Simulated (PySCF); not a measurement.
Isomers of CH5BSi. Isolated molecules, 0 K electronic values unless said otherwise. One relaxed conformer stands for each flexible species; it need not be the lowest. Strings in code marks are SMILES.

Method: PBE-D3(BJ)/def2-TZVP // B3LYP-D3(BJ)/def2-TZVP in PySCF. All candidates: neutral, multiplicity 1. 

HOMO–LUMO gap: 2.79 eV
LUMO: -2.90 eV
HOMO: -5.68 eV

Task: Identify which member has these values.
A) `B1C[SiH2]1`
B) `C=B[SiH3]`
C) `CB=[SiH2]`
D) `[H]/B=C\[SiH3]`

Result: B, `C=B[SiH3]`. The others give `CB=[SiH2]`: 1.65 eV, -3.12 eV, -4.77 eV; `B1C[SiH2]1`: 3.58 eV, -2.36 eV, -5.95 eV; `[H]/B=C\[SiH3]`: 3.56 eV, -2.40 eV, -5.96 eV
